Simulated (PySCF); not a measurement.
## 4-methyl-1,3-dioxane (SMILES C[C@H]1CCOCO1)

Geometry (Å), atoms numbered from 1 in this order:
```xyz
17

C     1.7080    1.2462   -0.1903
C     0.5664    0.4101    0.3358
C    -0.7239    0.5478   -0.4667
C    -1.7353   -0.4733    0.0307
O    -1.1706   -1.7618    0.0335
C    -0.0088   -1.8000    0.7946
O     0.9793   -0.9447    0.3233
H     1.9383    0.9634   -1.2285
H     2.6099    1.0847    0.4174
H     1.4516    2.3155   -0.1649
H     0.3522    0.7008    1.3888
H    -0.5007    0.3518   -1.5284
H    -1.1266    1.5700   -0.3839
H    -2.0675   -0.2049    1.0566
H    -2.6286   -0.5110   -0.6091
H    -0.2486   -1.5453    1.8548
H     0.3878   -2.8228    0.7396
```

Method: quadratic response CAM-B3LYP/aug-cc-pVDZ first hyperpolarisability, Taylor convention, gas phase (PySCF 2.14.0). Geometry: PBE0-D3(BJ)/def2-SVP.

Give the tensor of the static β(0;0,0) in the axes of these coordinates.

In au, Taylor convention; rows are the first index (the induced dipole):
```
      xx     yy     zz     xy     xz     yz
x   -2.7  +16.7   +8.5  -20.0  -20.6   +2.8
y  -20.0  -87.0  -21.2  +16.7   +2.8  -17.6
z  -20.6  -17.6  -55.9   +2.8   +8.5  -21.2
```
Norm of βᵢ = ⅓ Σⱼ (βᵢⱼⱼ + βⱼᵢⱼ + βⱼⱼᵢ): 160.6 au, hyper-Rayleigh value 59.5 au.
